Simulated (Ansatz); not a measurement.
Computed with Ansatz on PBE0-D4/def2-TZVP structures; ΔE is electronic, products minus reactants. CCSD(T)/CBS adds triple-zeta CCSD(T) − MP2 to the extrapolated MP2 energy (def2 sets, frozen cores). DFT in def2-TZVPP. B3LYP here is the variant with VWN-RPA as its local correlation; programs differ in this. For Ge outer-core shells are correlated without core-valence functions, which leaves a few kJ/mol of doubt a bond. Scalar relativity is left out up to krypton. Each species was taken in one conformer, which may not be the lowest.

Reaction (ligand exchange at a Ge–C bond): `FC(F)=[CH][GeH3]` + `CSS` → `CS[S][GeH3]` + `C=C(F)F`

```csv
level,ΔE (kJ/mol),difference from CCSD(T)/CBS
PBE-D4,-58.0,-3.4
r2SCAN-D4,-56.5,-1.9
PBE0-D4,-57.6,-3.0
B3LYP-D4,-58.7,-4.1
ωB97X-V,-52.0,2.6
B2PLYP,-54.0,0.6
PBE,-55.1,-0.5
r2SCAN,-55.8,-1.2
B3LYP,-53.9,0.7
HF/def2-TZVPP,-54.4,0.2
MP2/def2-TZVPP,-53.5,1.1
CCSD/def2-TZVPP,-50.1,4.5
CCSD(T)/def2-TZVPP,-51.1,3.5
SCS-MP2/def2-QZVPP,-53.8,0.8
MP2/CBS(def2),-57.0,-2.4
CCSD/CBS(def2),-53.6,1.0
CCSD(T)/CBS,-54.6,0
```

Largest T1 diagnostic among the species: 0.012.

The D4 term adds −4.8 kJ/mol with B3LYP and −2.7 kJ/mol with PBE0; it sums over pairs of atoms, weighted by their polarisabilities, and B3LYP, whose exchange is more repulsive, gets the larger term.
